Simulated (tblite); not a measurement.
Task: Give a GFN2-xTB geometry of `Oc1c[c]cc(F)c1` [radical]. (Doublet state.)

Result: 
Z-matrix in Å and degrees, rows numbered from 1:
```
O 
C   1  1.3541
C   2  1.4016  1  121.89
C   3  1.3610  2  117.44  1   179.96
C   4  1.3617  3  125.90  2    -0.02
C   5  1.3930  4  115.36  3     0.04
F   6  1.3472  5  118.66  4   179.96
C   6  1.3802  5  122.31  4    -0.05
H   1  0.9651  2  110.35  3     0.04
H   3  1.0806  2  120.20  1    -0.03
H   5  1.0772  4  123.99  3  -179.98
H   8  1.0774  2  119.94  1     0.10
```

The 6 C–C bonds span 1.361 Å (C3–C4, aromatic) to 1.402 Å (C2–C3, aromatic), a spread of 0.041 Å. C5 (carbon bonded to 2 C and H) is planar (angles 124.0°, 120.6° and 115.4°, sum 360.0°, 0.00 Å off the plane of its three neighbours). O1 (oxygen bonded to C and H) is bent (angle 110.4°). C2 (carbon bonded to 2 C and O) is planar (angles 121.9°, 119.5° and 118.6°, sum 360.0°, 0.00 Å off the plane of its three neighbours).

Structure optimised with GFN2-xTB, isolated species. This method treats the open shell by occupation alone, without spin polarisation.

Point group: Cs (every atom within 0.08 Å of its image). Its GFN2-xTB frequencies are all real (lowest 204 cm⁻¹). Torsions: H–O1–C2–C3 0°. 2 starts were optimised and ended at 0.00 and 0.10 kcal/mol (GFN2-xTB); the lowest of these is shown.

On Arm Neoverse V1, one thread, shared host with 32 logical CPUs at a one-minute load of 19, this took under 0.1 s. These figures are those of the optimisation.

One conformer stands for the species.

All values are computed, not measured.
